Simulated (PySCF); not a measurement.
# DyP from Hartree–Fock to correlated methods

State: sextet, about 9.1 electrons in the 4f shell (Mulliken), real f orbitals that mix terms. Set-up: basis Dy x2c-SVPall, P x2c-SVPall; spin-free X2C with a Gaussian nucleus; PySCF 2.14. De refers to Dy (4f10 6s2) + P in their high-spin ground configurations, without counterpoise correction. The functionals are run spin-unrestricted. A positive dipole means Dy(−)P(+). Levels whose curve was spin-contaminated or gave no clean fit are not listed.

| Level | Re (Å) | ωe (cm⁻¹) | De (eV) | μ (D) | CPU s a point (SCF and correlation, without the integrals) |
| --- | --- | --- | --- | --- | --- |
| ROHF | 2.337 | 451 | n/a | -8.46 | 15 |
| ROHF-MP2 | 2.331 | 450 | n/a | n/a | 19 |
| ROHF-SCS-MP2 | 2.344 | 443 | n/a | n/a | n/a |
| r²SCAN | 2.329 | 416 | 1.81 | -6.29 | 36 |
| B3LYP | 2.336 | 422 | 1.36 | -6.06 | 10 |
| PBE0 | 2.318 | 434 | 1.68 | -6.33 | 9.8 |

Problem. What does second-order correlation do here, going from ROHF to ROHF-MP2?

Solution. ROHF-MP2 less ROHF: -0.6 pm in Re, -0.2 % in ωe. Correlation nearly always deepens the well. The bond shortens, as in weak, metallic or heavy-atom bonds, where dispersion and the correlation of outer-core electrons pull the atoms together.

Correlated steps freeze 23 core orbitals. Spin–orbit coupling is left out, which matters for elements this heavy, above all for dissociation energies. UHF is strongly spin-contaminated for DyP, so the ROHF reference used there is far from stable. The state is the lowest single determinant that the PBE0 search found; with open d or f shells the true ground state can be another one.

The whole job (state search and all levels along the bond) took about 23 min on 2 threads of Arm Neoverse V1 (shared host), peak memory 4.8 GiB.
